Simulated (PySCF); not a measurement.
Computed with PBE0-D4/def2-TZVP run with PySCF. Gas-phase values, no solvent. Excitations are Tamm–Dancoff values on a coarser integration grid. The basis has no diffuse functions, so Rydberg states are missing or too high.

Reference species (SMILES): `CB(C)C` (neutral, multiplicity 1).

| Quantity | Value |
|---|---|
| S1 oscillator strength | 0.000 |
| S1 excitation (TDA) | 6.53 eV |

Changed species: `CB(Cl)C` (2 of 3 Cl replaced by CH3; the reference has 3 of 3 Cl replaced by CH3).

### Question
Predict the effect on the S1 oscillator strength and S1 excitation (TDA).

### Answer
the S1 oscillator strength hardly moves; the S1 excitation (TDA) drops by 0.69 eV, to 5.84 eV.
